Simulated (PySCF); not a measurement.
# V⁺: excitation energy

V⁺ [Ar] 3d4 (5D) → V⁺ [Ar] 3d3 4s1 (5F), as a difference of total energies. Calculation: PySCF 2.14, in x2c-TZVPPall; scalar relativity by spin-free X2C-1e. Correlated levels: valence: [Ar] frozen. The calculations carry no spin-orbit coupling.

```json
{"method": "UHF", "excitation energy (eV)": "-0.439", "error (eV)": "-0.776"}
{"method": "MP2 (valence)", "excitation energy (eV)": "0.044", "error (eV)": "-0.293"}
{"method": "SCS-MP2 (valence)", "excitation energy (eV)": "-0.278", "error (eV)": "-0.615"}
{"method": "CCSD (valence)", "excitation energy (eV)": "0.072", "error (eV)": "-0.265"}
{"method": "CCSD(T) (valence)", "excitation energy (eV)": "0.087", "error (eV)": "-0.250"}
```

Reference: 0.337 eV (measured; NIST levels, between the centres of gravity of the two terms).

Errors of the correlated levels include the incompleteness of this basis and the frozen core.

The basis was made for the ground configuration and has no added diffuse functions, so the excitation energy can come out too high.
